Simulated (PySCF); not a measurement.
# Radial density of Mg⁹⁺ (magnesium, charge +9)

M06-2X, [He] 2s1, 2S determinant. Computed with PySCF 2.14 in an uncontracted even-tempered set (17 s from 0.9 bohr⁻², ratio 2.2; 9 p from 1.5 bohr⁻², ratio 2.4; 6 d from 4.5 bohr⁻², ratio 2.4; 5 f from 6.7 bohr⁻², ratio 2.4; 5 g from 10 bohr⁻², ratio 2.4), with the non-relativistic Hamiltonian (point nucleus).

```json
{"r (bohr)": "0.00246", "4πr²ρ (e/bohr)": "0.07854", "4πr²(ρα − ρβ)": "0.0039"}
{"r (bohr)": "0.00414", "4πr²ρ (e/bohr)": "0.2135", "4πr²(ρα − ρβ)": "0.0105"}
{"r (bohr)": "0.00696", "4πr²ρ (e/bohr)": "0.5645", "4πr²(ρα − ρβ)": "0.0278"}
{"r (bohr)": "0.0117", "4πr²ρ (e/bohr)": "1.425", "4πr²(ρα − ρβ)": "0.0703"}
{"r (bohr)": "0.0197", "4πr²ρ (e/bohr)": "3.328", "4πr²(ρα − ρβ)": "0.1634"}
{"r (bohr)": "0.0331", "4πr²ρ (e/bohr)": "6.811", "4πr²(ρα − ρβ)": "0.3264"}
{"r (bohr)": "0.0557", "4πr²ρ (e/bohr)": "11.20", "4πr²(ρα − ρβ)": "0.4925"}
{"r (bohr)": "0.0938", "4πr²ρ (e/bohr)": "12.78", "4πr²(ρα − ρβ)": "0.4091"}
{"r (bohr)": "0.158", "4πr²ρ (e/bohr)": "7.943", "4πr²(ρα − ρβ)": "0.0179"}
{"r (bohr)": "0.265", "4πr²ρ (e/bohr)": "2.452", "4πr²(ρα − ρβ)": "0.5579"}
{"r (bohr)": "0.446", "4πr²ρ (e/bohr)": "2.096", "4πr²(ρα − ρβ)": "2.0080"}
{"r (bohr)": "0.751", "4πr²ρ (e/bohr)": "0.9837", "4πr²(ρα − ρβ)": "0.9835"}
{"r (bohr)": "1.26", "4πr²ρ (e/bohr)": "0.04522", "4πr²(ρα − ρβ)": "0.0452"}
{"r (bohr)": "2.12", "4πr²ρ (e/bohr)": "6.397e-05", "4πr²(ρα − ρβ)": "0.0001"}
```
